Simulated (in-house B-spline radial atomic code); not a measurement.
A calculation on Be3+: its settings, and results tabulated from the run. Method: scalar-relativistic (X2C) LC-wPBE, spin-polarised, spherical fractional occupations, exact exchange averaged over the configuration, Fermi nucleus of rms radius 2.519 fm. Calculated with an all-electron radial atomic-structure program (B-spline basis).

Command:
```bash
python run_scf.py task.json out
```
Settings (nuclear radius in fm, mass in u):
```
Z                4
configuration    1s1
hamiltonian      x2c
method           lc_wpbe
spin_polarised   True
nucleus          fermi
rms_radius       2.519
atomic_mass      9.01218
speed_of_light   137.035999084
exact_exchange   averaged over the configuration
```

Output (hartree, bohr):
```
 radial grid: 66 intervals, B-splines of order 8, outer radius 8.1081 bohr

 iter        energy (Eh)    residual
    1          -7.985732    1.39e-02
    2          -7.986514    6.58e-04
    3          -7.986515    3.46e-04
    4          -7.986516    1.82e-04
    5          -7.986516    9.70e-06
    6          -7.986516    8.40e-08

 total energy                        -7.98652
 kinetic                               7.9788
 electron-nucleus                    -15.9797
 Hartree                               1.2441
 exact exchange                       -0.2212
 exchange-correlation                 -1.0085

 orbital      occ     eigenvalue          <r>       <r^2>       <1/r>       <r^4>     <1/r^2>       r_max
 1s up      1.000        -7.2990     0.377639     0.19121     3.99657   0.0932429     32.2074      0.2486

 Slater integrals (Eh)
   F0(1s up,1s up)               2.488244
```

Time taken, with all properties: 0.07 s on 1 thread of Intel(R) Xeon(R) 6975P-C, on a shared host.
